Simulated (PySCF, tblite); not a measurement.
Species: C₅H₁₁NSi₃.
SMILES with atom numbers: `[N:1]#[C:2][CH2:3][C:4]1=[CH:5][SiH2:6][C:7]1([SiH3:8])[SiH3:9]` (hydrogens: H10, H11 on C3; H12 on C5; H13, H14 on Si6; H15, H16, H17 on Si8; H18, H19, H20 on Si9)

Cartesian coordinates in Å at the GFN2-xTB level; atoms count from 1:
```
atom  x, y, z in Å
N1     3.042    1.899    0.468
C2     2.443    1.216   -0.225
C3     1.684    0.330   -1.071
C4     0.782   -0.514   -0.217
C5     1.038   -1.700    0.353
Si6   -0.643   -1.810    1.181
C7    -0.617   -0.136    0.174
Si8   -0.691    1.464    1.202
Si9   -1.789   -0.059   -1.321
H10    2.387   -0.298   -1.628
H11    1.096    0.929   -1.772
H12    1.950   -2.273    0.288
H13   -1.569   -2.836    0.704
H14   -0.685   -1.684    2.635
H15    0.256    1.386    2.313
H16   -0.363    2.620    0.363
H17   -2.057    1.607    1.710
H18   -1.508    1.120   -2.151
H19   -1.592   -1.248   -2.158
H20   -3.171    0.000   -0.851
```

Jobs on this species (20 atoms, 90 electrons) with PySCF (density fitting) and tblite. Hardware of each: Arm Neoverse V1, one thread (shared host). Times come from a shared host and carry two figures at best.

```
level and settings                                                             work  basis functions  SCF cycles  wall time
          GFN2-xTB                                    Hessian by finite differences                –           –          ?
     PBE0/pcSseg-1  shieldings, ring-centre shieldings, charges and field gradients              229          14       73 s
          GFN2-xTB                                                L-BFGS relaxation                –           –      1.3 s
```

**Question.** Fill in the missing figures.

**Answer.** 
- GFN2-xTB; Hessian by finite differences: 1.2 s

**Question.** What do all jobs in the table cost together?

**Answer.** About 76 s; the longest takes about 97 % of that, and about 61 times as long as the shortest.
